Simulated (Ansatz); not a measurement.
**Nudged elastic band run: C₄H₁₁B**

Input file:

```yaml
crystal:
  periodic: [false, false, false]
  atoms:
    - { symbol: B, position_ang: [0.449193, -0.131198, -0.278461] }
    - { symbol: C, position_ang: [-0.092421, 0.988779, 0.685447] }
    - { symbol: C, position_ang: [-1.538168, 0.631509, 1.065394] }
    - { symbol: H, position_ang: [-1.591554, -0.327363, 1.588747] }
    - { symbol: C, position_ang: [0.178971, -0.031376, -1.820959] }
    - { symbol: C, position_ang: [1.274745, -1.327685, 0.312073] }
    - { symbol: H, position_ang: [-0.094928, 1.973795, 0.204314] }
    - { symbol: H, position_ang: [0.500429, 1.074916, 1.602906] }
    - { symbol: H, position_ang: [-2.181113, 0.559, 0.183264] }
    - { symbol: H, position_ang: [-1.973353, 1.386421, 1.724882] }
    - { symbol: H, position_ang: [-0.613849, 0.667969, -2.100003] }
    - { symbol: H, position_ang: [-0.012502, -0.995725, -2.300671] }
    - { symbol: H, position_ang: [1.100183, 0.347811, -2.289562] }
    - { symbol: H, position_ang: [1.290944, -2.231627, -0.302776] }
    - { symbol: H, position_ang: [0.9829, -1.595987, 1.332969] }
    - { symbol: H, position_ang: [2.320326, -0.989343, 0.392436] }
basis:
  gaussian: { orbitals: def2-mTZVP }
hamiltonian:
  xc: pbe0
  dispersion: d4
neb:
  order_check: false
  images: 5
  f_tol: 0.05
  max_iterations: 60
  final_atoms:
    - { symbol: B, position_ang: [-0.11276112, -0.85908081, -0.3793873] }
    - { symbol: C, position_ang: [-0.13065196, 1.66090623, 0.94675909] }
    - { symbol: C, position_ang: [-1.32458126, 1.11634732, 1.14416339] }
    - { symbol: H, position_ang: [-1.20111396, -1.2723732, -0.07397135] }
    - { symbol: C, position_ang: [0.04508997, -0.18500682, -1.78676739] }
    - { symbol: C, position_ang: [1.11604688, -1.33187604, 0.47272461] }
    - { symbol: H, position_ang: [0.07591478, 2.28736047, 0.085782] }
    - { symbol: H, position_ang: [0.68695303, 1.50927988, 1.64300317] }
    - { symbol: H, position_ang: [-2.14569038, 1.27195719, 0.4530016] }
    - { symbol: H, position_ang: [-1.53363125, 0.49556863, 2.00856554] }
    - { symbol: H, position_ang: [-0.79630922, 0.45169563, -2.07263063] }
    - { symbol: H, position_ang: [0.05513775, -1.00095114, -2.52612942] }
    - { symbol: H, position_ang: [0.9757078, 0.37124579, -1.9279021] }
    - { symbol: H, position_ang: [1.34734756, -2.3573996, 0.14471748] }
    - { symbol: H, position_ang: [0.91375998, -1.40938903, 1.54405453] }
    - { symbol: H, position_ang: [2.02858441, -0.74838846, 0.32401677] }
  initial_path:
    images:
      - { positions_ang: [[0.449193, -0.131198, -0.278461], [-0.092421, 0.988779, 0.685447], [-1.538168, 0.631509, 1.065394], [-1.591554, -0.327363, 1.588747], [0.178971, -0.031376, -1.820959], [1.274745, -1.327685, 0.312073], [-0.094928, 1.973795, 0.204314], [0.500429, 1.074916, 1.602906], [-2.181113, 0.559, 0.183264], [-1.973353, 1.386421, 1.724882], [-0.613849, 0.667969, -2.100003], [-0.012502, -0.995725, -2.300671], [1.100183, 0.347811, -2.289562], [1.290944, -2.231627, -0.302776], [0.9829, -1.595987, 1.332969], [2.320326, -0.989343, 0.392436]] }
      - { positions_ang: [[0.37816092, -0.15751304, -0.25430402], [-0.07003357, 1.09812259, 0.72205131], [-1.47345805, 0.631353, 1.00376963], [-1.44994638, -0.41331981, 1.13709475], [0.13553142, -0.04764994, -1.80792309], [1.24225375, -1.3124028, 0.37389862], [-0.06663268, 2.0670263, 0.22262151], [0.51252892, 1.1657467, 1.64046502], [-2.16730572, 0.73200586, 0.22228663], [-1.8729037, 1.02604683, 1.76954712], [-0.64175603, 0.66466939, -2.08890443], [-0.08857461, -1.00576982, -2.28060031], [1.0612499, 0.30474776, -2.27669433], [1.21288383, -2.25069995, -0.16833675], [1.00194615, -1.50870009, 1.41356523], [2.28585883, -0.99376699, 0.37146311]] }
      - { positions_ang: [[0.30712883, -0.18382809, -0.23014703], [-0.04764614, 1.20746619, 0.75865562], [-1.4087481, 0.63119701, 0.94214525], [-1.30833877, -0.49927661, 0.6854425], [0.09209184, -0.06392387, -1.79488718], [1.20976251, -1.2971206, 0.43572424], [-0.03833736, 2.16025759, 0.24092901], [0.52462884, 1.2565774, 1.67802404], [-2.15349843, 0.90501172, 0.26130926], [-1.7724544, 0.66567265, 1.81421225], [-0.66966305, 0.66136977, -2.07780586], [-0.16464721, -1.01581464, -2.26052962], [1.0223168, 0.26168453, -2.26382666], [1.13482367, -2.26977289, -0.0338975], [1.02099229, -1.42141318, 1.49416146], [2.25139167, -0.99819098, 0.35049023]] }
      - { positions_ang: [[0.23609675, -0.21014313, -0.20599005], [-0.02525871, 1.31680978, 0.79525993], [-1.34403815, 0.63104101, 0.88052088], [-1.16673115, -0.58523342, 0.23379024], [0.04865227, -0.08019781, -1.78185127], [1.17727126, -1.2818384, 0.49754986], [-0.01004203, 2.25348889, 0.25923652], [0.53672876, 1.3474081, 1.71558306], [-2.13969115, 1.07801758, 0.30033189], [-1.67200509, 0.30529848, 1.85887737], [-0.69757008, 0.65807016, -2.0667073], [-0.24071982, -1.02585946, -2.24045894], [0.9833837, 0.21862129, -2.25095899], [1.0567635, -2.28884584, 0.10054175], [1.04003844, -1.33412627, 1.57475768], [2.2169245, -1.00261497, 0.32951734]] }
      - { positions_ang: [[0.1198108, -0.42645569, -0.26378913], [-0.06038979, 1.4315086, 0.84575965], [-1.33755252, 0.79280978, 0.96840172], [-1.17819208, -0.81428001, 0.13120305], [0.04746483, -0.11513415, -1.78348997], [1.15686314, -1.29851761, 0.48927478], [0.01861024, 2.26477941, 0.20141835], [0.58680352, 1.40136536, 1.69138976], [-2.14169089, 1.14266411, 0.35122179], [-1.62588048, 0.36872186, 1.90877343], [-0.73048313, 0.58927865, -2.06868174], [-0.14210063, -1.01755669, -2.33568243], [0.98082507, 0.26949612, -2.14327336], [1.15362485, -2.31169709, 0.115267], [0.99794562, -1.35921386, 1.5645233], [2.15414447, -0.9178728, 0.32768382]] }
      - { positions_ang: [[0.00352484, -0.64276825, -0.32158821], [-0.09552087, 1.54620741, 0.89625937], [-1.33106689, 0.95457855, 1.05628255], [-1.18965302, -1.04332661, 0.02861585], [0.0462774, -0.15007049, -1.78512868], [1.13645501, -1.31519683, 0.4809997], [0.04726251, 2.27606994, 0.14360017], [0.63687827, 1.45532262, 1.66719647], [-2.14369064, 1.20731065, 0.40211169], [-1.57975587, 0.43214525, 1.95866949], [-0.76339617, 0.52048714, -2.07065618], [-0.04348144, -1.00925391, -2.43090593], [0.97826643, 0.32037096, -2.03558773], [1.2504862, -2.33454835, 0.12999224], [0.9558528, -1.38430144, 1.55428891], [2.09136444, -0.83313063, 0.32585029]] }
      - { positions_ang: [[-0.11276112, -0.85908081, -0.3793873], [-0.13065196, 1.66090623, 0.94675909], [-1.32458126, 1.11634732, 1.14416339], [-1.20111396, -1.2723732, -0.07397135], [0.04508997, -0.18500682, -1.78676739], [1.11604688, -1.33187604, 0.47272461], [0.07591478, 2.28736047, 0.085782], [0.68695303, 1.50927988, 1.64300317], [-2.14569038, 1.27195719, 0.4530016], [-1.53363125, 0.49556863, 2.00856554], [-0.79630922, 0.45169563, -2.07263063], [0.05513775, -1.00095114, -2.52612942], [0.9757078, 0.37124579, -1.9279021], [1.34734756, -2.3573996, 0.14471748], [0.91375998, -1.40938903, 1.54405453], [2.02858441, -0.74838846, 0.32401677]] }
```

Launched with:

```bash
$ ansatz run input.yaml --threads 4 --pin off --max-ram 5120MiB --backend cpu --events-out ev --progress --plain --runs-dir out
```

Output, in part (warnings, iteration lines, the closing report on the highest movable image, with atoms numbered from 0):

```
NEB end point (image 0): max|allowed force component| = 2.676e-2 eV/Å (the criterion of neb.relax_end_points is 1.000e-2)
NEB end point (image 6): max|allowed force component| = 1.310e-2 eV/Å (the criterion of neb.relax_end_points is 1.000e-2)
NEB iter   1: max|band force component| = 7.052e0 eV/Å  barrier→ = 2.4828 eV  barrier← = 0.8966 eV  Δτ_max = 0.1988 Å  (181 SCF iters)
NEB iter   2: max|band force component| = 1.839e0 eV/Å  barrier→ = 1.8139 eV  barrier← = 0.2277 eV  Δτ_max = 0.2000 Å  (140 SCF iters)
NEB iter   3: max|band force component| = 2.425e0 eV/Å  barrier→ = 1.6846 eV  barrier← = 0.0984 eV  Δτ_max = 0.1006 Å  (135 SCF iters)
NEB iter   4: max|band force component| = 6.428e-1 eV/Å  barrier→ = 1.6085 eV  barrier← = 0.0223 eV  Δτ_max = 0.0837 Å  (140 SCF iters)
NEB iter   5: max|band force component| = 4.266e-1 eV/Å  barrier→ = 1.6020 eV  barrier← = 0.0159 eV  CI = image 5  Δτ_max = 0.0748 Å  (135 SCF iters)
NEB iter   6: max|band force component| = 2.644e-1 eV/Å  barrier→ = 1.5989 eV  barrier← = 0.0128 eV  CI = image 5  Δτ_max = 0.0310 Å  (136 SCF iters)
NEB iter   7: max|band force component| = 9.139e-2 eV/Å  barrier→ = 1.5981 eV  barrier← = 0.0119 eV  CI = image 5  Δτ_max = 0.0652 Å  (134 SCF iters)
NEB iter   8: max|band force component| = 5.431e-2 eV/Å  barrier→ = 1.5977 eV  barrier← = 0.0115 eV  CI = image 5  Δτ_max = 0.0251 Å  (132 SCF iters)
NEB iter   9: max|band force component| = 3.677e-2 eV/Å  barrier→ = 1.5975 eV  barrier← = 0.0114 eV  CI = image 5  Δτ_max = 0.0000 Å  (254 SCF iters)
Total energy: -4997.84885748 eV, -183.6675578487 hartree
Atom 0 at    -0.154153    -0.620151    -0.239504 Å, force     0.016366    -0.007346    -0.004083 eV/Å
Atom 1 at    -0.051546     1.439955     0.819304 Å, force     0.004194    -0.001057    -0.001961 eV/Å
Atom 2 at    -1.276712     0.949610     1.027709 Å, force     0.004189     0.000949    -0.002517 eV/Å
Atom 3 at    -1.222554    -1.124698     0.018308 Å, force    -0.005066     0.003900     0.000006 eV/Å
Atom 4 at     0.001449    -0.069606    -1.717973 Å, force     0.001850     0.006278     0.006380 eV/Å
Atom 5 at     1.084130    -1.232426     0.539887 Å, force    -0.008865     0.002110    -0.002833 eV/Å
Atom 6 at     0.174572     2.060372    -0.038427 Å, force    -0.005035    -0.000622    -0.001179 eV/Å
Atom 7 at     0.750161     1.280091     1.528848 Å, force    -0.002408     0.000782     0.001046 eV/Å
Atom 8 at    -2.095034     1.151884     0.347615 Å, force    -0.002021     0.000747     0.003825 eV/Å
Atom 9 at    -1.516709     0.377426     1.915408 Å, force    -0.000900    -0.003408    -0.001101 eV/Å
Atom 10 at    -0.834999     0.547709    -2.060264 Å, force     0.001404    -0.001428     0.002998 eV/Å
Atom 11 at     0.019696    -0.940332    -2.387296 Å, force    -0.001748    -0.002098     0.001262 eV/Å
Atom 12 at     0.929705     0.479291    -1.904112 Å, force    -0.000865    -0.000862    -0.001850 eV/Å
Atom 13 at     1.247173    -2.240599     0.134846 Å, force    -0.000274    -0.000778     0.002123 eV/Å
Atom 14 at     0.919686    -1.367599     1.613201 Å, force    -0.001110     0.002280    -0.001634 eV/Å
Atom 15 at     2.024936    -0.691031     0.402449 Å, force     0.000287     0.000552    -0.000484 eV/Å
Dipole moment:    -0.075982     0.287268     0.183495 e Å
```

The forces met the threshold. A vibrational analysis at the climbing image gives one clearly imaginary mode, 108i cm⁻¹: a first-order saddle point. The orbitals stay closed-shell, which can raise the energy where a bond breaks towards radicals; this wasn't checked here.

Final band (atoms are numbered from 1 in the order of the input):

| image | path coordinate (Å) | energy (kcal/mol) | B1–C2 (Å) | C3–H4 (Å) | B1–H4 (Å) |
| --- | --- | --- | --- | --- | --- |
| 0 | 0.00 | 0.0 | 1.57 | 1.09 | 2.77 |
| 1 | 0.73 | 0.8 | 1.57 | 1.10 | 2.56 |
| 2 | 1.46 | 2.5 | 1.56 | 1.10 | 2.33 |
| 3 | 2.19 | 7.4 | 1.55 | 1.12 | 1.89 |
| 4 | 2.92 | 33.6 | 1.72 | 1.60 | 1.30 |
| 5 | 3.65 | 36.8 | 2.32 | 2.31 | 1.21 |
| 6 | 4.39 | 36.6 | 2.85 | 2.68 | 1.20 |

Run time: 2.9 min on 4 threads of Arm Neoverse N1 (shared host), peak memory 0.32 GiB.
